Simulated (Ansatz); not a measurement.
`C[Si](F)([SiH3])Cl` → `C[Si]F` + `[SiH3]Cl` at 298.15 K and 1 bar (silylene formation by 1,1-elimination).

Calculated with Ansatz (gas phase, PBE0-D4/def2-TZVP geometries, no zero-point term in ΔE). CCSD(T)/CBS is the MP2 limit (def2-TZVPP, def2-QZVPP) plus CCSD(T) − MP2 in def2-TZVPP, frozen cores. This one scheme is used for every species.

```tsv
species	CCSD(T)/CBS energy (Eh)	H − E (kJ/mol)	S (J/(mol·K))
`C[Si](F)([SiH3])Cl`	-1179.52206	200.1	380.6
`C[Si]F`	-428.74649	112.9	286.7
`[SiH3]Cl`	-750.69636	80.1	250.8
```

H − E and S are ideal-gas, rigid-rotor, harmonic terms from PBE0-D4/def2-TZVP, for one conformer and one mirror image of each species. 1 Eh = 2625.50 kJ/mol, R = 8.31446 J/(mol·K).

Question: By hand: ΔE, ΔH, ΔS and ΔG.

Answer: ΔE = (-428.74649) + (-750.69636) − (-1179.52206) = 0.07921 Eh = 208.0 kJ/mol. Δ(H − E) = 112.9 + 80.1 − 200.1 = -7.1, so ΔH = 200.9 kJ/mol. ΔS = 286.7 + 250.8 − 380.6 = 156.9 J/(mol·K). ΔG = 200.9 − 298.15 × (156.9)/1000 = 154.1 kJ/mol.

Question: By hand: the equilibrium constant, and the temperature at which ΔG would vanish if ΔH and ΔS stayed fixed.

Answer: log₁₀ K = −ΔG/(RT ln 10) = -27.0. ΔG = 0 at ΔH/ΔS = 1280 K.

The number of gas molecules changes by +1, which sets the sign of ΔS. A doubt of 5 kJ/mol in ΔE shifts log₁₀ K by 0.9 here. Other conformers and mirror images would add mixing entropy, several J/(mol·K) or more a flexible species. These are equilibria of isolated gas molecules and say nothing of rates. Largest T1 diagnostic: 0.014 (customary marks: 0.02 for closed shells, 0.045 for open ones).
